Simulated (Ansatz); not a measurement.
Cost and result up the ladder for SiEt(NMe2)3 (C8H23N3Si) (35 atoms). The state is a singlet with charge 0. Geometry: PBE-D4/def2-SVP.

Cartesian coordinates in Å:
```
Si 0.050 0.251 0.096
C 1.482 1.502 0.005
C 2.703 1.005 -0.785
H 1.778 1.819 1.029
H 1.070 2.414 -0.481
H 3.495 1.780 -0.855
H 3.166 0.108 -0.324
H 2.427 0.719 -1.821
N -0.071 -0.718 -1.367
C -0.349 -0.101 -2.648
C 0.380 -2.089 -1.453
H 0.547 -0.076 -3.319
H -0.695 0.943 -2.506
H -1.151 -0.644 -3.205
H 0.581 -2.491 -0.441
H -0.385 -2.747 -1.935
H 1.320 -2.198 -2.053
N -1.470 1.122 0.197
C -1.605 2.295 1.034
C -2.732 0.597 -0.280
H -2.112 3.131 0.494
H -0.614 2.667 1.362
H -2.205 2.097 1.958
H -2.560 -0.320 -0.876
H -3.431 0.337 0.556
H -3.269 1.334 -0.926
N 0.298 -0.802 1.479
C 1.588 -1.142 2.037
C -0.793 -1.605 1.992
H 1.575 -1.081 3.152
H 2.373 -0.447 1.680
H 1.921 -2.180 1.777
H -1.762 -1.241 1.596
H -0.706 -2.689 1.725
H -0.846 -1.550 3.106
```

Ansatz on 2 threads of AMD EPYC 7R13 on a shared host and a share (18 GiB) of an NVIDIA H100 80GB HBM3. Times are rough, and most runs start from the orbitals of an earlier one. ωB97X-V/def2-TZVP serves as the yardstick here, not as an exact answer. Differences are given only for rows in sets of like size (and for xTB, whose basis is part of the method), since another set adds its own error. Binding counts from free atoms at the same level (Si triplet, C triplet, H doublet, N quartet; other spins of the atoms weren't run), without zero-point energy or a counterpoise term.

B3LYP takes the VWN-RPA correlation. Correlated methods freeze 16 core orbitals. The rows differ in basis, and correlated rows in double-zeta sets carry the largest basis error. Single mean-field runs in def2-TZVP are fitted with def2-universal-jkfit.

Correlated methods converge slowly with the basis, most of all in double-zeta sets.

```csv
level,functions,wall time
PBE0-D4/def2-SVP,287,2.4 s
HF/STO-3G,87,2.4 s
PBE-D4/def2-SVP,287,2.6 s
revPBE-D4/def2-TZVP,516,2.9 s
HF/6-31G,158,2.9 s
B3LYP-D4/def2-TZVP,516,3.5 s
B3LYP-D4/6-31G,158,3.7 s
MP2/def2-TZVP,516,4.2 s
r2SCAN-D4/def2-TZVP,516,4.4 s
PBE0-D4/def2-TZVP (with forces),516,4.6 s
PBE-D4/def2-TZVP (with forces),516,4.8 s
ωB97X-V/def2-TZVP,516,6.5 s
CCSD(T)/def2-SVP,287,21 s
```

Q: Estimate what each level gives for the binding energy per atom (eV).

A: 
```tsv
level	binding energy per atom (eV)	difference from ωB97X-V/def2-TZVP (eV)
PBE0-D4/def2-SVP	4.05	–
HF/STO-3G	3.59	–
PBE-D4/def2-SVP	4.11	–
revPBE-D4/def2-TZVP	3.99	-0.02
HF/6-31G	2.73	–
B3LYP-D4/def2-TZVP	4.01	0.00
B3LYP-D4/6-31G	3.89	–
MP2/def2-TZVP	3.89	-0.13
r2SCAN-D4/def2-TZVP	3.99	-0.02
PBE0-D4/def2-TZVP (with forces)	4.02	0.01
PBE-D4/def2-TZVP (with forces)	4.07	0.06
ωB97X-V/def2-TZVP	4.01	0.00
CCSD(T)/def2-SVP	3.81	–
```
